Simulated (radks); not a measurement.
The numbers below are computed, except where a source is named.
These are the eigenvalues of the occupied orbitals of an atom or ion with whole-number occupations (eV). Code: a radial shooting solver on a logarithmic mesh with Libxc functionals. Model: scalar-relativistic Kohn-Sham, BLYP, spin-polarised, spherical densities, finite nucleus; Fermi nuclear charge, rms radius of each element as measured or else 0.836 A^(1/3) + 0.57 fm.

orbital  eigenvalue
1s up     -31635.84
1s down   -31635.75
2s up     -4854.887
2s down   -4854.844
2p up     -4359.185
2p down   -4359.110
3s up     -969.1250
3s down   -969.0465
3p up     -807.9941
3p down   -807.9049
3d up     -564.1845
3d down   -564.0980
4s up     -168.3390
4s down   -168.1447
4p up     -118.3844
4p down   -118.1857
4d up      -45.7149
4d down    -45.3978
5s up      -19.3383
5s down    -17.6005
5p up       -9.6822
5d up       -0.5726

Which element is it, and in what charge state? The configuration may be excited. Open shells, if any, are filled with parallel spins first.

Answer. Z = 52, tellurium, charge 0: Te in [Kr] 4d10 5s2 5p3 5d1. The list shows which subshells hold electrons but not how many an open one holds; the 1s level, -1162.6 hartree, gives Z - s = 48.2 by -(Z - s)^2/2, which with screening and relativity narrows Z to a few neighbours, and the depths of the outer levels then fix element, charge and occupations together.
